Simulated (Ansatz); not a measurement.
A structure relaxed at PBE0-D4/def2-SVP in Ansatz, charge 0, singlet:

```csv
atom,x (Å),y (Å),z (Å)
Ru1,-0.054,-1.019,-0.157
Ru2,-0.621,1.189,0.956
Ru3,1.337,0.839,-0.168
H4,2.302,-0.165,0.602
H5,-1.378,-0.368,0.653
H6,-0.208,-1.780,1.207
H7,-1.168,1.898,-0.318
H8,1.077,0.322,-1.666
H9,-1.286,-0.917,-1.107
```

Give its formula.

Ru₃H₆.

Summarise the bond lengths by kind (pairs closer than 1.2 times the sum of covalent radii, bridged metal pairs left out).

2 × Ru–Ru 2.28 to 2.32 Å; 7 × H–Ru 1.56 to 1.76 Å.

In the def2 sets Ru takes a core potential; there is no spin–orbit coupling. The restricted singlet is unstable towards broken spin symmetry in Hartree–Fock (as tested in another run); at PBE0-D4/def2-SVP this wasn't settled. The relaxation made no stability test and no search for a lower SCF solution. No other spin state of charge 0 was run. Another isomer (quintet) lies 0.41 eV lower at PBE0-D4/def2-TZVP; other spin states weren't run for this one.
